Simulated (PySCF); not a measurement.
## Simulated characterisation data

Level of theory: σ from GIAO-PBE0/pcSseg-1, PBE0-D3(BJ)/def2-SVP structure, in PySCF (no relativistic terms, averaged over atoms made equivalent by symmetry, fast rotation or ring inversion, single conformer, gas phase).

δ = σ(ref) − σ, references computed at the same level: TMS for ¹H (σ = 31.27 ppm) and ¹³C (σ = 184.41 ppm). Splittings of carbon signals by F and P are missing where no couplings were computed. Where no couplings were computed, multiplicities follow the n + 1 count of equivalent neighbours, and m marks all less simple cases (inequivalent or close neighbours, rings, F or P nearby). Shifts are as computed. Against solution values, carbons near 30 ppm lie about +2 ppm off and those near 130 ppm about +5 ppm. Of 1211 compounds with measured shifts, 218 miss one by over three times the rms of a fit or turn the order of signals round; such compounds aren't used in these exercises.

Compound 1 (C₈H₁₃F). ¹H NMR (600 MHz, computed): δ 1.91 (m, 1H), 1.89 (m, 1H), 1.89 (m, 1H), 1.83 (m, 1H), 1.64 (m, 1H), 1.61 (m, 1H), 1.58 (m, 1H), 1.52 (m, 1H), 1.44 (m, 1H), 1.23 (m, 1H), 1.21 (m, 1H), 1.17 (m, 1H), 1.16 (m, 1H). ¹³C{¹H} NMR (computed): δ 98.6 (C), 45.3 (CH2), 39.8 (CH2), 36.9 (CH), 35.6 (CH2), 33.7 (CH2), 28.9 (CH2), 22.0 (CH2). Structure: SMILES F[C@@]12CCC[C@@H](CC1)C2.

Compound 2 (C₈H₁₃F). ¹H NMR (600 MHz, computed): δ 2.22 (m, 1H), 1.91 (m, 2H), 1.90 (m, 2H), 1.61 (m, 2H), 1.44 (m, 2H), 1.41 (m, 2H), 1.03 (m, 2H). ¹³C{¹H} NMR (computed): δ 112.3, 52.1, 41.6, 34.7, 27.3. Structure: `F[C@]12CCC[C@H]1CCC2`.
